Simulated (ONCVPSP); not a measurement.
**u(r) = r·R(r): atom against pseudo-atom (Mn (Z = 25))**

Columns: radius, all-electron u(r) and pseudo u(r) of the 3s shell (level -87.57 eV) of manganese in the configuration [Ne] 3s2 3p6 3d5 4s1 4p1; revPBE, scalar-relativistic, ONCV scheme, ONCVPSP 4.0.1.

| r (bohr) | all-electron | pseudo |
| --- | --- | --- |
| 0.070 | 0.0970 | 0.1220 |
| 0.140 | -0.5067 | 0.2478 |
| 0.210 | -0.6242 | 0.3797 |
| 0.280 | -0.3643 | 0.5171 |
| 0.350 | 0.0422 | 0.6563 |
| 0.420 | 0.4449 | 0.7909 |
| 0.490 | 0.7727 | 0.9126 |
| 0.560 | 1.0044 | 1.0133 |
| 0.630 | 1.1430 | 1.0860 |
| 0.700 | 1.2039 | 1.1265 |
| 0.770 | 1.2057 | 1.1341 |
| 0.840 | 1.1653 | 1.1108 |
| 0.910 | 1.0977 | 1.0618 |
| 0.980 | 1.0141 | 0.9934 |
| 1.050 | 0.9229 | 0.9125 |
| 1.120 | 0.8300 | 0.8256 |
| 1.190 | 0.7393 | 0.7378 |
| 1.260 | 0.6534 | 0.6531 |
| 1.330 | 0.5739 | 0.5738 |
| 1.400 | 0.5013 | 0.5012 |
| 1.470 | 0.4360 | 0.4359 |
| 1.540 | 0.3777 | 0.3777 |
| 1.610 | 0.3261 | 0.3261 |
| 1.680 | 0.2809 | 0.2808 |
| 1.750 | 0.2413 | 0.2412 |
| 1.820 | 0.2068 | 0.2068 |

**Question.** How many radial nodes do the two functions have?

**Answer.** The all-electron 3s function has n − l − 1 = 2; the pseudo-wave has 0, since the states of the same l below it are removed with the core.

**Question.** At about which radius was the pseudo-wave matched?

**Answer.** 1.40 bohr. The columns agree to 0.0005 from 1.26 bohr on; several derivatives are matched, so the curves merge somewhat inside the radius.

**Question.** Where does each function peak?

**Answer.** Outermost all-electron maximum near 0.77 bohr, pseudo maximum near 0.77 bohr (to the table’s step).

**Question.** Is the pseudo-wave norm-conserving?

**Answer.** Yes: the ONCV scheme keeps the norm inside the radius equal to the all-electron one, which fixes the energy derivative of the logarithmic derivative at the level.
